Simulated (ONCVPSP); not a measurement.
Building the ONCV potential for thulium (Tm) (PBE, fully relativistic).

The input file (ONCVPSP 4.0.1):

```
# ATOM AND REFERENCE CONFIGURATION
# atsym  z   nc   nv     iexc    psfile
  Tm 69.00    9    5        4      upf
#
#   n    l    f
    1    0    2.00
    2    0    2.00
    2    1    6.00
    3    0    2.00
    3    1    6.00
    3    2   10.00
    4    0    2.00
    4    1    6.00
    4    2   10.00
    4    3   13.00
    5    0    2.00
    5    1    6.00
    6    0    1.75
    6    1    0.25
#
# PSEUDOPOTENTIAL AND OPTIMIZATION
# lmax
    3
#
#   l,   rc,      ep,       ncon, nbas, qcut
    0    2.15    0.00    3    8    5.00
    1    2.25    0.00    3    7    6.30
    2    2.05    0.14    4    9    4.50
    3    0.85    0.00    4    8   21.60
#
# LOCAL POTENTIAL
# lloc, lpopt,  rc(5),   dvloc0
    4    5    0.65    4.00
#
# VANDERBILT-KLEINMAN-BYLANDER PROJECTORs
# l, nproj, debl
    0    2    1.10
    1    2    0.50
    2    2    1.20
    3    1    3.30
#
# MODEL CORE CHARGE
# icmod, fcfact, rcfact
    0    0.00    0.00
#
# LOG DERIVATIVE ANALYSIS
# epsh1, epsh2, depsh
   -3.00    5.00    0.02
#
# OUTPUT GRID
# rlmax, drl
    6.00    0.01
#
# TEST CONFIGURATIONS
# ncnf
    4
# nvcnf
#   n    l    f
    5
    4    3   13.00
    5    0    2.00
    5    1    6.00
    6    0    2.00
    6    1    0.00
#
    5
    4    3   13.00
    5    0    2.00
    5    1    6.00
    6    0    1.00
    6    1    0.00
#
    5
    4    3   13.00
    5    0    2.00
    5    1    6.00
    6    0    0.00
    6    1    0.00
#
    5
    4    3   13.00
    5    0    2.00
    5    1    6.00
    6    0    1.00
    6    1    1.00
#
```

Command:

```bash
oncvpspr.x < Tm.dat > Tm.out
```

Resulting log (shortened: citation, most of the input echo, consistency checks and plot data are left out):

```
ONCVPSP  (Optimized Norm-Conservinng Vanderbilt PSeudopotential)
relativistic version 4.0.1

#   n    l    f        energy (Ha)
    1    0    2.00    -2.1762861D+03
    2    0    2.00    -3.6696289D+02
    2    1    6.00    -3.1371352D+02    -3.4973754D+02
    3    0    2.00    -8.2481245D+01
    3    1    6.00    -6.7302680D+01    -7.4909665D+01
    3    2   10.00    -5.2739235D+01    -5.4401494D+01
    4    0    2.00    -1.6259596D+01
    4    1    6.00    -1.1499127D+01    -1.3215868D+01
    4    2   10.00    -6.1838244D+00    -6.4960897D+00
    4    3   13.00    -1.0898685D-01    -1.5293056D-01
    5    0    2.00    -1.9729953D+00
    5    1    6.00    -9.4399269D-01    -1.1536968D+00
    6    0    1.75    -1.5113231D-01
    6    1    0.25    -4.5528667D-02    -5.4588278D-02

Reference configufation results
  iterations    52
  all-electron total energy (Ha)   -1.35821391D+04

Begin loop to  construct optimized pseudo wave functions
and semi-local pseudopoentials for all angular momenta

Calculating optimized projector #   1

 for l=   0

    Fraction of norm inside rc  0.970920
    Optimizing pswf for qcut=   5.01 a_B^-1,  ecut=  12.54 Ha
    Residual kinetic energy error=  5.16D-06 Ha

    Energy error per electron        Cutoff
         Ha          eV             Ha
         0.01000     0.27211        3.48
         0.00100     0.02721        5.65
         0.00010     0.00272        9.68
         0.00001     0.00027       11.90

Calculating optimized projector #   2

 for l=   0

    Fraction of norm inside rc  0.068138
    Optimizing pswf for qcut=   5.01 a_B^-1,  ecut=  12.54 Ha
    Residual kinetic energy error=  8.79D-06 Ha

    Energy error per electron        Cutoff
         Ha          eV             Ha
         0.01000     0.27211        2.69
         0.00100     0.02721        6.13
         0.00010     0.00272       10.06
         0.00001     0.00027       12.40

Calculating optimized projector #   1

 for l=   1

    Fraction of norm inside rc  0.902715
    Optimizing pswf for qcut=   6.29 a_B^-1,  ecut=  19.79 Ha
    Residual kinetic energy error=  9.16D-08 Ha

    Energy error per electron        Cutoff
         Ha          eV             Ha
         0.01000     0.27211        6.22
         0.00100     0.02721        8.10
         0.00010     0.00272        9.55
         0.00001     0.00027       13.08

Calculating optimized projector #   2

 for l=   1

    Fraction of norm inside rc  0.022134
    Optimizing pswf for qcut=   6.29 a_B^-1,  ecut=  19.79 Ha
    Residual kinetic energy error=  2.97D-08 Ha

    Energy error per electron        Cutoff
         Ha          eV             Ha
         0.01000     0.27211        3.56
         0.00100     0.02721        5.79
         0.00010     0.00272        7.55
         0.00001     0.00027        9.69

Calculating optimized projector #   1

 for l=   1

    Fraction of norm inside rc  0.938773
    Optimizing pswf for qcut=   6.29 a_B^-1,  ecut=  19.79 Ha
    Residual kinetic energy error=  2.94D-08 Ha

    Energy error per electron        Cutoff
         Ha          eV             Ha
         0.01000     0.27211        7.58
         0.00100     0.02721       10.00
         0.00010     0.00272       12.05
         0.00001     0.00027       13.70

Calculating optimized projector #   2

 for l=   1

    Fraction of norm inside rc  0.025784
    Optimizing pswf for qcut=   6.29 a_B^-1,  ecut=  19.79 Ha
    Residual kinetic energy error=  2.67D-08 Ha

    Energy error per electron        Cutoff
         Ha          eV             Ha
         0.01000     0.27211        4.44
         0.00100     0.02721        7.00
         0.00010     0.00272        9.20
         0.00001     0.00027       10.98

WARNING wellstate: moderately localized bound state found for n= 5 l=  2
WARNING scattering state with energy  0.05000000
WARNING will be used for the first projector

   Wellstate for l =  2  n =  5 kap= -3
     eigenvalue =   0.0500
     asymptotic potential =   0.5500
     half-point radius =  3.7361

   Wellstate for l =  2  n =  6 kap= -3
     eigenvalue =   1.2500
     asymptotic potential =   1.7500
     half-point radius =  3.4001

Calculating optimized projector #   1

 for l=   2

    Fraction of norm inside rc  0.452179
    Optimizing pswf for qcut=   4.50 a_B^-1,  ecut=  10.12 Ha
    Residual kinetic energy error=  4.91D-04 Ha

    Energy error per electron        Cutoff
         Ha          eV             Ha
         0.01000     0.27211        6.89
         0.00100     0.02721        9.39
         0.00010     0.00272       17.91
         0.00001     0.00027       66.45

Calculating optimized projector #   2

 for l=   2

    Fraction of norm inside rc  0.255769
    Optimizing pswf for qcut=   4.50 a_B^-1,  ecut=  10.12 Ha
    Residual kinetic energy error=  2.00D-03 Ha

    Energy error per electron        Cutoff
         Ha          eV             Ha
         0.01000     0.27211        8.18
         0.00100     0.02721       11.04
         0.00010     0.00272       19.13
         0.00001     0.00027       43.14

   Wellstate for l =  2  n =  5 kap=  2
     eigenvalue =   0.1400

   Wellstate for l =  2  n =  6 kap=  2
     eigenvalue =   1.2348

Calculating optimized projector #   1

 for l=   2

    Fraction of norm inside rc  0.473394
    Optimizing pswf for qcut=   4.50 a_B^-1,  ecut=  10.12 Ha
    Residual kinetic energy error=  6.99D-04 Ha

    Energy error per electron        Cutoff
         Ha          eV             Ha
         0.01000     0.27211        7.19
         0.00100     0.02721        9.73
         0.00010     0.00272       26.92
         0.00001     0.00027       68.84

Calculating optimized projector #   2

 for l=   2

    Fraction of norm inside rc  0.254578
    Optimizing pswf for qcut=   4.50 a_B^-1,  ecut=  10.12 Ha
    Residual kinetic energy error=  2.61D-03 Ha

    Energy error per electron        Cutoff
         Ha          eV             Ha
         0.01000     0.27211        8.45
         0.00100     0.02721       11.40
         0.00010     0.00272       20.22
         0.00001     0.00027       47.49

Calculating optimized projector #   1

 for l=   3

    Fraction of norm inside rc  0.652682
    Optimizing pswf for qcut=  21.59 a_B^-1,  ecut= 232.97 Ha
    Residual kinetic energy error=  1.21D-04 Ha

    Energy error per electron        Cutoff
         Ha          eV             Ha
         0.01000     0.27211      163.94
         0.00100     0.02721      189.55
         0.00010     0.00272      367.12

Calculating optimized projector #   1

 for l=   3

    Fraction of norm inside rc  0.668125
    Optimizing pswf for qcut=  21.59 a_B^-1,  ecut= 232.97 Ha
    Residual kinetic energy error=  5.97D-05 Ha

    Energy error per electron        Cutoff
         Ha          eV             Ha
         0.01000     0.27211      162.03
         0.00100     0.02721      185.68
         0.00010     0.00272      209.75

Construct Vanderbilt / Kleinmman-Bylander projectors

B matrix Hermiticity error, ll=  0  kap= -1
   1   2    1.5834D-04

  Orthonormal projector coefficients  2.7345E+01  1.1163E+00

B matrix Hermiticity error, ll=  1  kap= -2
   1   2    3.9898D-05

  Orthonormal projector coefficients  1.6205E+01  5.9149E-01

B matrix Hermiticity error, ll=  1  kap=  1
   1   2    5.6041D-05

  Orthonormal projector coefficients  1.7198E+01  6.4055E-01

B matrix Hermiticity error, ll=  2  kap= -3
   1   2    1.1466D-04

  Orthonormal projector coefficients  1.1465E+01  1.1282E+00

B matrix Hermiticity error, ll=  2  kap=  2
   1   2    1.1765D-04

  Orthonormal projector coefficients  1.3016E+01  1.6491E+00

 Orthonormal scalar projector coefficients, l =  1
  1.6516E+01  6.1111E-01  1.6866E-02  8.2285E-05

 Orthonormal spin-orbit projector coefficients, l =  1
 -1.2381E+00  4.7915E-01  6.5962E-02 -1.4318E-03

 Orthonormal scalar projector coefficients, l =  2
  1.2061E+01  1.3543E+00  5.9639E-03  1.8181E-04

 Orthonormal spin-orbit projector coefficients, l =  2
 -8.8182E-01  5.1443E-02  1.4068E-02 -1.2335E-02

 Orthonormal scalar projector coefficients, l =  3
 -1.7450E+01 -2.8407E-03

 Orthonormal spin-orbit projector coefficients, l =  3
 -1.5058E-01  1.0973E-01

Pseudoatom total energy -218.352748

Diagnostic tests using Vanderbilt-Kleinman-Bylander pseudopotentials
  relativistic with J = L +/- 1/2 projectors

   l  kap   rcore       rmatch      e in        delta e    norm test   slope test

   0  -1   2.1580738   2.2235976  -1.9729953   0.0000110   1.0001875   1.0001798
   0  -1   2.1580738   2.2235976  -0.1511323   0.0000046   1.0000490   1.0000000

   1  -2   2.2503608   2.3186866  -0.9439927   0.0000004   1.0001074   1.0001127
   1   1   2.2503608   2.3186866  -1.1536968   0.0000009   1.0001291   1.0001265
   1  -2   2.2503608   2.3186866  -0.0455287   0.0000008   1.0000234   1.0000148
   1   1   2.2503608   2.3186866  -0.0545883   0.0000020   1.0000372   1.0000255

   2  -3   2.0572281   2.1196900   0.0500000   0.0000013   1.0000813   1.0000813
   2   2   2.0572281   2.1196900   0.0348495   0.0000028   1.0000841   1.0000841
   2  -3   2.0572281   2.1196900   1.2500000  -0.0000003   1.0002309   1.0002309
   2   2   2.0572281   2.1196900   1.2315753   0.0000001   1.0002281   1.0002281

   3  -4   0.8538455   0.8797701  -0.1089869  -0.0000061   1.0000135   1.0000824
   3   3   0.8538455   0.8797701  -0.1529306   0.0002564   1.0000710   0.9997672

Diagnostic tests using Vanderbilt-Kleinman-Bylander pseudopotentials
  relativistic with scalar and spin-orbit non-local projectors

   l  kap   rcore       rmatch      e in        delta e    norm test   slope test

   0  -1   2.1580738   2.2235976  -1.9729953   0.0000110   1.0001875   1.0001798
   0  -1   2.1580738   2.2235976  -0.1511323   0.0000046   1.0000490   1.0000000

   1  -2   2.2503608   2.3186866  -0.9439927   0.0000004   1.0001074   1.0001127
   1   1   2.2503608   2.3186866  -1.1536968   0.0000009   1.0001291   1.0001265
   1  -2   2.2503608   2.3186866  -0.0455287   0.0000008   1.0000234   1.0000148
   1   1   2.2503608   2.3186866  -0.0545883   0.0000020   1.0000372   1.0000255

   2  -3   2.0572281   2.1196900   0.0500000  -0.0024433   1.0005105   1.0005105
   2   2   2.0572281   2.1196900   0.0348495  -0.0024727   1.0005140   1.0005140
   2  -3   2.0572281   2.1196900   1.2500000  -0.0030539   1.0001140   1.0001140
   2   2   2.0572281   2.1196900   1.2315753  -0.0030142   1.0000464   1.0000464

   3  -4   0.8538455   0.8797701  -0.1089869   0.0000817   1.0000094   1.0001521
   3   3   0.8538455   0.8797701  -0.1529306   0.0003492   1.0000643   0.9998327

Ghost test for J = L + 1/2

 Testing for bound ghosts
   n   l    E NL Schr. Eq   E Basis Diag.   E Cutoff

       0                      -19.076721     56.89  WARNING - GHOST(-)
   1   0       -1.972984       -1.972952     56.89
   2   0       -0.151128       -0.122414     56.89

       1                       -7.674246     44.28  WARNING - GHOST(-)
   2   1       -0.943992       -0.943948     44.28
   3   1       -0.045528        0.032045     44.28

   3   2       -0.036691       -0.010293    104.51

   4   3       -0.108993       -0.085538    405.88

 Testing for highly-localized positive-energy ghosts
       l    <radius>/rc     E Basis Diag.   E Cutoff

       2        0.492113        4.898927    104.51  WARNING - GHOST(+)

Ghost test for J = L - 1/2

 Testing for bound ghosts
   n   l    E NL Schr. Eq   E Basis Diag.   E Cutoff

       0                      -19.076721     56.89  WARNING - GHOST(-)
   1   0       -1.972984       -1.972952     56.89
   2   0       -0.151128       -0.122414     56.89

       1                       -6.060751     44.28  WARNING - GHOST(-)
   2   1       -1.153696       -1.153626     44.28
   3   1       -0.054586        0.008572     44.28

   3   2       -0.043829       -0.021186    104.51

   4   3       -0.152674       -0.131950    405.88

 Testing for highly-localized positive-energy ghosts
       l    <radius>/rc     E Basis Diag.   E Cutoff

       2        0.517938        6.502887    104.51  WARNING - GHOST(+)

Test configuration 0

   n   l kap    f        eae           eps        diff
   1   0  -1  2.0000-2176.28606677
   2   0  -1  2.0000 -366.96288530
   2   1  -2  4.0000 -313.71351777
   2   1   1  2.0000 -349.73753658
   3   0  -1  2.0000  -82.48124475
   3   1  -2  4.0000  -67.30267956
   3   1   1  2.0000  -74.90966471
   3   2  -3  6.0000  -52.73923507
   3   2   2  4.0000  -54.40149386
   4   0  -1  2.0000  -16.25959557
   4   1  -2  4.0000  -11.49912749
   4   1   1  2.0000  -13.21586787
   4   2  -3  6.0000   -6.18382437
   4   2   2  4.0000   -6.49608974
   4   3  -4  7.4286   -0.10898685   -0.10899290   -6.05E-06
   4   3   3  5.5714   -0.15293056   -0.15267420    2.56E-04
   5   0  -1  2.0000   -1.97299528   -1.97298424    1.10E-05
   5   1  -2  4.0000   -0.94399269   -0.94399224    4.48E-07
   5   1   1  2.0000   -1.15369679   -1.15369586    9.24E-07
   6   0  -1  1.7500   -0.15113231   -0.15112772    4.60E-06
   6   1  -2  0.1667   -0.04552867   -0.04552783    8.37E-07
   6   1   1  0.0833   -0.05458828   -0.05458632    1.95E-06

    Total energies and differences
      AE_ref= -1.35821391E+04  AE_tst= -1.35821391E+04  dif=  0.00E+00
      PS_ref= -2.18352748E+02  PS_tst= -2.18352748E+02  dif= -3.13E-13
      PSP excitation error=  3.13E-13

Test configuration 1

   n   l kap    f        eae           eps        diff
   1   0  -1  2.0000-2176.27137391
   2   0  -1  2.0000 -366.94832376
   2   1  -2  4.0000 -313.69894441
   2   1   1  2.0000 -349.72294932
   3   0  -1  2.0000  -82.46687114
   3   1  -2  4.0000  -67.28830524
   3   1   1  2.0000  -74.89528068
   3   2  -3  6.0000  -52.72484026
   3   2   2  4.0000  -54.38709485
   4   0  -1  2.0000  -16.24512798
   4   1  -2  4.0000  -11.48461661
   4   1   1  2.0000  -13.20138910
   4   2  -3  6.0000   -6.16927233
   4   2   2  4.0000   -6.48154905
   4   3  -4  7.4286   -0.09433340   -0.09425751    7.59E-05
   4   3   3  5.5714   -0.13826955   -0.13792582    3.44E-04
   5   0  -1  2.0000   -1.95780847   -1.95793254   -1.24E-04
   5   1  -2  4.0000   -0.92892886   -0.92901794   -8.91E-05
   5   1   1  2.0000   -1.13854938   -1.13863997   -9.06E-05
   6   0  -1  2.0000   -0.14247591   -0.14248182   -5.91E-06
   6   1  -2  0.0000   -0.03875560   -0.03875560    0.00E+00
   6   1   1  0.0000   -0.04754493   -0.04754493    0.00E+00

    Total energies and differences
      AE_ref= -1.35821391E+04  AE_tst= -1.35821648E+04  dif= -2.57E-02
      PS_ref= -2.18352748E+02  PS_tst= -2.18378168E+02  dif= -2.54E-02
      PSP excitation error= -2.56E-04

Test configuration 2

   n   l kap    f        eae           eps        diff
   1   0  -1  2.0000-2176.51648336
   2   0  -1  2.0000 -367.19235470
   2   1  -2  4.0000 -313.94308867
   2   1   1  2.0000 -349.96721180
   3   0  -1  2.0000  -82.70949988
   3   1  -2  4.0000  -67.53094164
   3   1   1  2.0000  -75.13798850
   3   2  -3  6.0000  -52.96761168
   3   2   2  4.0000  -54.62989730
   4   0  -1  2.0000  -16.48826974
   4   1  -2  4.0000  -11.72803763
   4   1   1  2.0000  -13.44460638
   4   2  -3  6.0000   -6.41295341
   4   2   2  4.0000   -6.72515949
   4   3  -4  7.4286   -0.33854197   -0.33874647   -2.04E-04
   4   3   3  5.5714   -0.38252756   -0.38248257    4.50E-05
   5   0  -1  2.0000   -2.20486330   -2.20435625    5.07E-04
   5   1  -2  4.0000   -1.17534281   -1.17515217    1.91E-04
   5   1   1  2.0000   -1.38539496   -1.38519234    2.03E-04
   6   0  -1  1.0000   -0.33683521   -0.33677112    6.41E-05
   6   1  -2  0.0000   -0.19778416   -0.19778416    0.00E+00
   6   1   1  0.0000   -0.21382376   -0.21382376    0.00E+00

    Total energies and differences
      AE_ref= -1.35821391E+04  AE_tst= -1.35819260E+04  dif=  2.13E-01
      PS_ref= -2.18352748E+02  PS_tst= -2.18140701E+02  dif=  2.12E-01
      PSP excitation error=  1.02E-03

Test configuration 3

   n   l kap    f        eae           eps        diff
   1   0  -1  2.0000-2176.80534262
   2   0  -1  2.0000 -367.47904246
   2   1  -2  4.0000 -314.22992846
   2   1   1  2.0000 -350.25425588
   3   0  -1  2.0000  -82.99391110
   3   1  -2  4.0000  -67.81535913
   3   1   1  2.0000  -75.42252133
   3   2  -3  6.0000  -53.25223704
   3   2   2  4.0000  -54.91457200
   4   0  -1  2.0000  -16.77347733
   4   1  -2  4.0000  -12.01365999
   4   1   1  2.0000  -13.72992411
   4   2  -3  6.0000   -6.69894427
   4   2   2  4.0000   -7.01104741
   4   3  -4  7.4286   -0.62490684   -0.62580076   -8.94E-04
   4   3   3  5.5714   -0.66897463   -0.66965432   -6.80E-04
   5   0  -1  2.0000   -2.49479214   -2.49346559    1.33E-03
   5   1  -2  4.0000   -1.46272405   -1.46209888    6.25E-04
   5   1   1  2.0000   -1.67409132   -1.67344642    6.45E-04
   6   0  -1  0.0000   -0.55358117   -0.55358117    0.00E+00
   6   1  -2  0.0000   -0.37407820   -0.37407820    0.00E+00
   6   1   1  0.0000   -0.39937679   -0.39937679    0.00E+00

    Total energies and differences
      AE_ref= -1.35821391E+04  AE_tst= -1.35814810E+04  dif=  6.58E-01
      PS_ref= -2.18352748E+02  PS_tst= -2.17696106E+02  dif=  6.57E-01
      PSP excitation error=  1.44E-03

Test configuration 4

   n   l kap    f        eae           eps        diff
   1   0  -1  2.0000-2176.32767494
   2   0  -1  2.0000 -367.00401499
   2   1  -2  4.0000 -313.75467623
   2   1   1  2.0000 -349.77873946
   3   0  -1  2.0000  -82.52179767
   3   1  -2  4.0000  -67.34323330
   3   1   1  2.0000  -74.95024820
   3   2  -3  6.0000  -52.77985035
   3   2   2  4.0000  -54.44212186
   4   0  -1  2.0000  -16.30044023
   4   1  -2  4.0000  -11.54010250
   4   1   1  2.0000  -13.25674572
   4   2  -3  6.0000   -6.22492210
   4   2   2  4.0000   -6.53715332
   4   3  -4  7.4286   -0.15036290   -0.15068825   -3.25E-04
   4   3   3  5.5714   -0.19432984   -0.19441120   -8.14E-05
   5   0  -1  2.0000   -2.01595781   -2.01556413    3.94E-04
   5   1  -2  4.0000   -0.98645287   -0.98618858    2.64E-04
   5   1   1  2.0000   -1.19646674   -1.19619767    2.69E-04
   6   0  -1  1.0000   -0.17432877   -0.17430657    2.22E-05
   6   1  -2  0.6667   -0.06282590   -0.06284335   -1.74E-05
   6   1   1  0.3333   -0.07299137   -0.07298699    4.38E-06

    Total energies and differences
      AE_ref= -1.35821391E+04  AE_tst= -1.35820595E+04  dif=  7.96E-02
      PS_ref= -2.18352748E+02  PS_tst= -2.18273648E+02  dif=  7.91E-02
      PSP excitation error=  4.74E-04
```

Note: ghosts flagged at negative energy: s at -519.1 eV, p3/2 at -208.8 eV, p1/2 at -164.9 eV; GHOST(+) flagged for d5/2 at 133.3 eV, d3/2 at 177.0 eV. A true bound ghost makes a file unfit for plane-wave use.

The run took about 9.3 s on one core of a shared server CPU.
